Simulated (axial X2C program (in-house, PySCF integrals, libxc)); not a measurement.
**Potential curves of InF, two-component**

Calculated with an in-house all-electron X2C program for linear molecules (integrals from PySCF). Two-component (2c) means X2C with spin–orbit coupling and atomic mean-field two-electron Coulomb and Gaunt terms. Basis: In dyall-v3z [11s12p9d1f], F dyall-v3z [6s5p2d1f] (cores contracted in-house); Gaussian nuclei, density fitting, unrestricted open shells. Masses: In 114.904 u, F 18.998 u.

State: Ω = 0 (closed shell). Energies in eV from the lowest point of each curve. Fits are polynomials in 1 − R0/R over 0.85 to 1.23 times the lowest point R0.

```json
{"R (Å)": "1.7478", "MP2": "0.8877", "PBE0": "0.8702", "HF": "0.8054"}
{"R (Å)": "1.8282", "MP2": "0.3596", "PBE0": "0.3512", "HF": "0.3016"}
{"R (Å)": "1.8885", "MP2": "0.1395", "PBE0": "0.1359", "HF": "0.1015"}
{"R (Å)": "1.9487", "MP2": "0.0290", "PBE0": "0.0281", "HF": "0.0106"}
{"R (Å)": "2.0090", "MP2": "0.0000", "PBE0": "0.0000", "HF": "0.0000"}
{"R (Å)": "2.0793", "MP2": "0.0419", "PBE0": "0.0405", "HF": "0.0605"}
{"R (Å)": "2.1496", "MP2": "0.1418", "PBE0": "0.1365", "HF": "0.1755"}
{"R (Å)": "2.2400", "MP2": "0.3265", "PBE0": "0.3133", "HF": "0.3742"}
{"R (Å)": "2.3505", "MP2": "0.6026", "PBE0": "0.5764", "HF": "0.6596"}
{"R (Å)": "2.5112", "MP2": "1.0451", "PBE0": "0.9957", "HF": "1.1026"}
```

Correlated methods: 20 electrons correlated (number of frozen shells: In 4 s, 3 p, 1 d; F 1 s), 166 virtual spin orbitals or spinors in MP2.

The state is a single determinant with fixed occupations, the lowest that a limited PBE0 search found. The closed shell is kept restricted, so the energy runs too high when the bond is stretched far. MP2 and coupled cluster on one determinant become unreliable at the stretched end.

Q: What are Re and ωe at the MP2 level?

A: At MP2, 2c: Re = 2.005 Å, ωe ≈ 533 cm⁻¹; Be follows as 0.257 cm⁻¹.

Q: Fit the PBE0 curve near its minimum: give the equilibrium distance and the harmonic wavenumber.

A: At PBE0, 2c: Re = 2.005 Å, ωe ≈ 524 cm⁻¹; Be follows as 0.257 cm⁻¹.

Q: What are Re and ωe at the HF level?

A: At HF, 2c: Re = 1.988 Å, ωe ≈ 547 cm⁻¹; Be follows as 0.262 cm⁻¹.
